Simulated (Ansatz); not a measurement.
Two members of one family ((BE)3 ring), computed with Ansatz in the gas phase. Binding counts from free atoms in the multiplicity of their measured ground term, without zero-point energy. The structures are stationary points that may keep the symmetry of their start.

First: (ClBS)3 ring (singlet, charge 0, PBE-D4/def2-SVP geometry).

Cartesian coordinates in Å:
```
B 0.594 -1.061 1.201
Cl 1.208 -2.158 2.442
S -1.215 -0.914 1.149
B -1.683 0.242 -0.171
Cl -3.423 0.491 -0.346
S -0.662 1.183 -1.338
B 1.089 0.820 -1.031
Cl 2.215 1.667 -2.096
S 1.876 -0.269 0.190
```

| level | HOMO (eV) | LUMO (eV) | gap (eV) | binding per atom (eV) |
| --- | --- | --- | --- | --- |
| PBE-D4/def2-SVP | -7.30 | -2.86 | 4.44 | 4.45 |
| PBE-D4/def2-TZVP | -7.41 | -3.11 | 4.30 | 4.38 |
| PBE-D4/def2-TZVPD | -7.45 | -3.19 | 4.26 | 4.37 |
| r2SCAN-D4/def2-TZVP | -7.73 | -2.94 | 4.80 | 4.27 |
| PBE0-D4/def2-SVP | -8.56 | -2.13 | 6.42 | 4.34 |

Second: (HBAsH)3 ring (singlet, charge 0, PBE-D4/def2-SVP geometry).

```xyz
12

B     1.2962    0.8272    0.3077
H     2.2965    0.6582    0.9773
As    1.2227   -0.1417   -1.4530
B    -0.2852   -1.3091   -0.8149
H    -0.0341   -2.4902   -0.6781
As   -2.1846   -0.7561   -0.3248
B    -1.2585    1.0030   -0.1354
H    -1.1670    1.5165   -1.2413
As   -0.1202    2.0325    1.1416
H     2.3981   -1.1093   -1.2666
H    -2.0349   -1.4029    1.0671
H    -0.1291    1.1718    2.4203
```

**Question.** Estimate how these quantities change from the first to the second (second minus first).

**Answer.** 
| level | Δ HOMO (eV) | Δ LUMO (eV) | Δ gap (eV) | Δ binding per atom (eV) |
| --- | --- | --- | --- | --- |
| PBE-D4/def2-SVP | 1.12 | -0.44 | -1.56 | -1.21 |
| PBE-D4/def2-TZVP | 1.20 | -0.23 | -1.43 | -1.16 |
| PBE-D4/def2-TZVPD | 1.22 | -0.19 | -1.40 | -1.15 |
| r2SCAN-D4/def2-TZVP | 1.28 | -0.24 | -1.52 | -1.10 |
| PBE0-D4/def2-SVP | 1.36 | -0.41 | -1.77 | -1.16 |
